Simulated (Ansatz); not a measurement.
`NC[SiH2]O` and `NC[SiH3]` differ in one atom or group.

Ansatz, PBE0-D4/def2-TZVP geometries, multiplicity 1. Each molecule was computed in one conformer, which needn't be the lowest.

```tsv
property	`NC[SiH2]O`
HOMO–LUMO gap (PBE0/def2-TZVPP) / eV	7.73
ideal-gas entropy at 298 K and 1 bar (rigid rotor, harmonic PBE0-D4/def2-TZVP) / J/(mol·K)	320
LUMO energy (PBE/def2-TZVPP) / eV	-0.40
size of the dipole moment (B3LYP/def2-TZVPP) / D	2.94
LUMO energy (B3LYP/def2-TZVPP) / eV	0.16
HOMO–LUMO gap (ωB97M-V/def2-TZVPP) / eV	11.63
```

Problem. What does the change do to each property? (Best estimate.)

Solution. The calculation gave: 
```
                                                                                  property  `NC[SiH3]`  shift
                                                      HOMO–LUMO gap (PBE0/def2-TZVPP) / eV        7.58  -0.15
ideal-gas entropy at 298 K and 1 bar (rigid rotor, harmonic PBE0-D4/def2-TZVP) / J/(mol·K)         295    -25
                                                         LUMO energy (PBE/def2-TZVPP) / eV       -0.20   0.20
                                          size of the dipole moment (B3LYP/def2-TZVPP) / D        1.61  -1.33
                                                       LUMO energy (B3LYP/def2-TZVPP) / eV        0.33   0.17
                                                   HOMO–LUMO gap (ωB97M-V/def2-TZVPP) / eV       11.46  -0.17
```

With PBE0 the HOMO rises by 0.30 eV and the LUMO rises by 0.15 eV, so the gap narrows by about 0.15 eV. PBE moves the HOMO by 0.32 eV and ωB97M-V by 0.27 eV. The zero-point energy changes by -19.2 kJ/mol with -3 modes. Dipoles are sizes alone; their direction can turn.

B3LYP here is the variant with VWN-RPA as its local correlation; programs differ in this.
